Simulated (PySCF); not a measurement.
Static polarisabilities and like-pair C6 coefficients by linear response at CAM-B3LYP/def2-SVPD (PySCF, frozen core in the response, non-relativistic, gas phase), PBE0-D3(BJ)/def2-SVP geometries, one conformer each; atomic units unless stated. Spin–orbit coupling is left out although an atom past zinc is present.

| species | electrons | α |
| --- | --- | --- |
| `C[C@@H](F)C(F)(F)F` (C3H4F4) | 58 | 41.4 |
| `[Cu][Br]` (CuBr) | 64 | 44.5 |
| `N#CCO/C(=C\F)CCl` (C5H5ClFNO) | 76 | 83.0 |
| `PPP` (P3H5) | 50 | 84.7 |
| `C=C[C@H](Cl)C(=[Se])CC` (C6H9ClSe) | 96 | 114.7 |
| `COB(OC)C(C)=S` (C4H9BO2S) | 70 | 92.0 |

Problem. Estimate each like-pair C6, largest first.

Solution. 
| species | C6 | ω̄ = 4·C6/(3α²) (eV) |
| --- | --- | --- |
| `C=C[C@H](Cl)C(=[Se])CC` (C6H9ClSe) | 4882 | 13.5 |
| `COB(OC)C(C)=S` (C4H9BO2S) | 3376 | 14.5 |
| `N#CCO/C(=C\F)CCl` (C5H5ClFNO) | 2964 | 15.6 |
| `PPP` (P3H5) | 2199 | 11.1 |
| `C[C@@H](F)C(F)(F)F` (C3H4F4) | 955.3 | 20.2 |
| `[Cu][Br]` (CuBr) | 514.3 | 9.4 |

The order departs from that of α, because the effective excitation energy in the last column differs. London's effective excitation energy ω̄ runs from 9.4 to 20.2 eV here.
